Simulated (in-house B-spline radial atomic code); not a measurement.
Radial electron density of Ag⁷⁺, [Kr] 4d4. Computed with an all-electron radial atomic-structure program (B-spline basis): Dirac-Kohn-Sham relativistic LDA, spherical fractional occupations, Fermi nucleus of rms radius 4.5454 fm.

Columns: r (bohr), 4πr²n(r) (electrons per bohr), bar.

```
 0.00112    1.519 #
 0.00136    2.139 #
 0.00165    2.993 ##
   0.002    4.158 ##
 0.00243    5.758 ###
 0.00295    7.894 #####
 0.00358     10.7 ######
 0.00435    14.36 ########
 0.00527    18.89 ###########
  0.0064    24.48 ##############
 0.00777    31.02 ##################
 0.00943    38.24 ######################
  0.0114    45.51 ##########################
  0.0139    52.51 ##############################
  0.0169    57.79 ##################################
  0.0205    60.45 ###################################
  0.0248    60.11 ###################################
  0.0301    57.26 #################################
  0.0366    53.67 ###############################
  0.0444     52.2 ##############################
  0.0539    55.25 ################################
  0.0654    62.91 #####################################
  0.0793    71.69 ##########################################
  0.0963    75.83 ############################################
   0.117    71.22 #########################################
   0.142    60.31 ###################################
   0.172    51.59 ##############################
   0.209    51.85 ##############################
   0.254    58.48 ##################################
   0.308    60.14 ###################################
   0.373    49.78 #############################
   0.453    32.32 ###################
    0.55    19.59 ###########
   0.668    16.32 #########
    0.81    16.95 ##########
   0.983    14.88 #########
    1.19     9.69 ######
    1.45    4.443 ###
    1.76    1.465 #
    2.13   0.3423 
    2.59  0.05034 
    3.14 0.004562 
    3.81 0.0002158
```

On this grid the curve has 4 maxima, near 0.0205, 0.0963, 0.308, 0.81 bohr.

The 4p3/2 radial function P(r) = rR(r), positive near the nucleus, with its small component Q(r) (sign convention: Q ≈ (P' + κP/r)/2c):

```
r (bohr)         P           Q
 0.00165  0.001509  -0.0001306
 0.00243  0.003177  -0.0002748
 0.00358  0.006636   -0.000574
 0.00527   0.01366   -0.001183
 0.00777   0.02767     -0.0024
  0.0114   0.05405   -0.004703
  0.0169     0.103   -0.009021
  0.0248    0.1814    -0.01609
  0.0366    0.2923    -0.02665
  0.0539    0.4025    -0.03893
  0.0793    0.4197    -0.04711
   0.117    0.2053    -0.04155
   0.172   -0.2599    -0.01732
   0.254   -0.6465     0.01346
   0.373   -0.3835     0.02461
    0.55    0.5336     0.00953
    0.81     1.172   -0.008518
    1.19    0.8965    -0.01025
    1.76    0.2956   -0.003697
    2.59   0.03556  -0.0004562
```
